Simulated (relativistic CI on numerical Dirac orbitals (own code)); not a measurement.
# Forbidden lines of Cd XLIV

Computed by Dirac-Coulomb-Breit CI, orbitals from a KLI potential per configuration, a model potential for QED, unscaled Slater integrals (own radial code, finite nucleus).

Configuration list (outside the closed core 1s2): 2s2 2p, 2s 2p2, 2p3, 2p2 3s, 2p2 3p, 2p2 3d, 2s2 3s, 2s2 3p, 2s2 3d, 2s 2p 3s, 2s 2p 3p, 2s 2p 3d, 2s2 4s, 2s2 4p, 2s2 4d, 2s2 4f, 2s 2p 4s, 2s 2p 4p, 2s 2p 4d, 2s 2p 4f, 2s2 5s, 2s2 5p, 2s2 5d, 2s2 5f, 2s2 5g, 2s 3s2, 2s 3s 3p, 2s 3s 3d, 2s 3p2, 2s 3p 3d, 2s 2p 5s, 2s 2p 5p, 2p 3s2, 2s 2p 5d, 2s 2p 5f, 2s 2p 5g. Levels of other configurations are missing.

| λ vac (nm) | Lower | Upper | Type | A (s⁻¹) | log gf |
| --- | --- | --- | --- | --- | --- |
| 0.28885 | 2s 2p2 4P_3/2 [4] | 2p2 3d 4D_7/2 [93] | E2 | 3.31e+11 | -2.48 |
| 0.28917 | 2s 2p2 4P_3/2 [4] | 2p2 3d 4F_7/2 [92] | E2 | 2.25e+11 | -2.65 |
| 0.28943 | 2s 2p2 4P_5/2 [9] | 2p2 3d 4F_9/2 [119] | E2 | 5.66e+11 | -2.15 |
| 0.28983 | 2s 2p2 2D_5/2 [5] | 2p2 3d 2G_9/2 [96] | E2 | 5.63e+11 | -2.15 |
| 0.29109 | 2s 2p2 2D_5/2 [5] | 2p2 3d 4F_7/2 [92] | E2 | 2.23e+11 | -2.64 |
| 0.29418 | 2s 2p2 2D_3/2 [6] | 2p2 3d 4F_7/2 [92] | E2 | 1.09e+11 | -2.95 |
| 0.30173 | 2s 2p2 2D_5/2 [5] | 2s 2p 3d 4F°_9/2 [60] | M2 | 4.05e+08 | -5.26 |
| 0.30304 | 2s 2p2 2D_3/2 [6] | 2s 2p 3p 2S_1/2 [69] | E2 | 1.18e+11 | -3.49 |
| 0.30341 | 2s 2p2 4P_3/2 [4] | 2s 2p 3p 4D_7/2 [49] | E2 | 8.51e+10 | -3.03 |
| 0.30457 | 2s 2p2 4P_1/2 [2] | 2s 2p 3p 4D_5/2 [29] | E2 | 1.15e+11 | -3.02 |
| 0.30552 | 2s 2p2 2D_5/2 [5] | 2s 2p 3p 4D_7/2 [49] | E2 | 6.44e+10 | -3.14 |
| 0.31754 | 2s 2p2 4P_5/2 [9] | 2s 2p 3d 4F°_9/2 [60] | M2 | 2.44e+09 | -4.43 |
| 0.32076 | 2s 2p2 2P_3/2 [11] | 2s 2p 3p 2S_1/2 [69] | E2 | 1.05e+11 | -3.49 |
| 0.32175 | 2s 2p2 4P_5/2 [9] | 2s 2p 3p 4D_7/2 [49] | E2 | 6.00e+10 | -3.13 |
| 0.32478 | 2s2 2p 2P°_3/2 [3] | 2s2 3p 2P°_1/2 [17] | E2 | 2.10e+11 | -3.18 |
| 5.7949 | 2s2 2p 2P°_1/2 [1] | 2s2 2p 2P°_3/2 [3] | M1 | 4.52e+07 | -4.04 |
| 7.1674 | 2s 2p2 4P_1/2 [2] | 2s 2p2 4P_3/2 [4] | M1 | 3.87e+07 | -3.92 |

Terms are leading LS components. Brackets give the number of a level in order of energy, since labels repeat. The list gives strong lines, with weight on those to low levels, among the lowest 309 of 358 levels, so that lines to higher ones, which can be the strongest, are missing. Levels whose partners in the same complex of configurations lie outside the list can be far off, and so can their lines. Rates are taken at the computed energies, electric ones in the length gauge.

At this charge energies of transitions that change n are usually good to better than 1 %, and those within a shell (Δn = 0) to a few per cent.

LS names give the leading component of a level, which can be under half, so a name can repeat, a term be missing and a line seem to break the LS rules.
